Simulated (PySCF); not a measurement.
# One molecule, several mistakes: BC2H5N

All numbers below are calculated, not measured. They come from PySCF 2.14.0, an open-source quantum chemistry program, on an isolated molecule that a program drew, which may never have been made. The molecule is BC2H5N (charge 0, doublet), drawn as the SMILES string `B=NC[CH2]`.

Each row is a Hartree-Fock (HF) and frozen-core CCSD(T) single point in the cc-pVDZ basis, meant for a local HF minimum. Run 1 is clean. Each other run has one planted mistake out of seven kinds, and not every kind appears here: one electron removed, one electron added, multiplicity raised by two, geometry at a saddle point, minimal basis STO-3G, one bond length entered in bohr, all coordinates scaled. The reference is restricted for singlets and unrestricted otherwise, and also for a bond in bohr. Adding or removing an electron swaps singlet and doublet. Electrons count all cores. HOMO and LUMO are orbital energies over both spins, the gradient is its largest component, and the lowest frequency (negative if imaginary) is given only where the gradient is small. Bond lengths are over the 8 bonds as drawn. T1 is the CCSD diagnostic: over 0.02 (restricted) or 0.045 (unrestricted) a single reference is doubtful.

Geometry of the clean run:
```xyz
9
BC2H5N, angstrom
B    -1.9200    1.8748    1.4168
N    -0.8369    1.6596    0.8854
C     0.4160    1.4147    0.2742
C     1.5774    1.8092    1.1389
H    -2.9571    2.0791    1.9242
H     0.4885    0.3492    0.0208
H     0.4718    1.9531   -0.6764
H     1.4882    1.7484    2.2160
H     2.5682    1.8440    0.7014
```

| run | electrons | basis functions | <S^2> | HOMO (eV) | LUMO (eV) | gradient (hartree/bohr) | lowest frequency (cm^-1) | mean bond (Å) | longest bond (Å) | T1 | HF (hartree) | CCSD(T) (hartree) | mistake |
|---|---|---|---|---|---|---|---|---|---|---|---|---|---|
| 1 | 29 | 81 | 0.762 | -9.64 | 4.02 | 3.0e-05 | 183 | 1.2090 | 1.501 | 0.0141 | -157.74220 | -158.29897 | no fault |
| 2 | 29 | 25 | 0.766 | -8.54 | 8.69 | 8.3e-02 | - | 1.2090 | 1.501 | 0.0155 | -155.77894 | -156.03498 | minimal basis STO-3G |
| 3 | 28 | 81 | 0.000 | -16.02 | -6.29 | 5.5e-02 | - | 1.2090 | 1.501 | 0.0280 | -157.44810 | -157.98590 | one electron removed |
| 4 | 29 | 81 | 1.298 | -9.50 | 2.80 | 6.1e-02 | - | 1.3310 | 2.074 | 0.0412 | -157.64980 | -158.20537 | one bond length entered in bohr |
| 5 | 29 | 81 | 0.760 | -9.44 | 4.12 | 1.1e-01 | - | 1.1364 | 1.411 | 0.0124 | -157.70135 | -158.24337 | ? |

**Which mistake was planted in run 5, and what did it cost?**

The mean and the longest bond both change by the same factor, 0.940, and the gradient is no longer small. So the mistake is: all coordinates scaled. Subtracting run 1 and multiplying by 627.51 kcal/mol a hartree, the energy moved by 25.6 kcal/mol in HF and 34.9 kcal/mol in CCSD(T).

Cautions from the logs. Run 3: T1 is over the limit, so its CCSD(T) energy is less reliable.
